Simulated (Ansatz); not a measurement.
F$_{3}$S, doublet, at a GFN2-xTB geometry of the parent state (the spin is typed, not shown lowest); MP2/def2-SV(P) (Ansatz, a program for electronic structure).

Input for Ansatz:
Ansatz 0.2 input:
```yaml
crystal:
  periodic: [false, false, false]
  atoms:
    - {symbol: F, position_ang: [1.71325357, -0.67410845, 0.10089376]}
    - {symbol: S, position_ang: [0.19449596, 0.33154171, 0.05171025]}
    - {symbol: F, position_ang: [-1.41601136, 1.18079348, -0.02186657]}
    - {symbol: F, position_ang: [-0.64301281, -1.09609250, -0.17095651]}
basis:
  gaussian:
    orbitals: def2-SV_P_.json
magnetization: {spin_polarized: true, initial_magnetization: 1}
correlation: {method: mp2}
```
The basis file holds def2-SV(P) in the JSON format of the Basis Set Exchange.

What the program printed (banner, timings and long lists left out):

```
Functional definition: HF
546 factors; integrals over basis functions are off by at most 1.1e-3 eV
mean field evaluation 1: about -18914.8970 eV, gradient 3.5e1 eV
mean field evaluation 2: about -18914.9769 eV, gradient 3.5e1 eV
mean field evaluation 4: about -18919.7483 eV, gradient 2.6e0 eV
mean field evaluation 8: about -18919.8525 eV, gradient 3.0e-1 eV
mean field evaluation 16: about -18919.8543 eV, gradient 3.5e-6 eV
mean field -18919.85430648 eV, -695.2918214254 hartree, gradient 3.4e-6 eV, S^2 0.774257; 0 other end points of the search recorded, 0 dependent functions left out
8 core orbitals not correlated
reference -18919.85430648 eV, -695.2918214254 hartree; 14, 13 occupied and 38, 39 virtual orbitals, 546 factors
second order -19.47667836 eV of doubles, -0.00000000 eV of singles
Total energy: -18939.33098484 eV, -696.0075761533 hartree
```
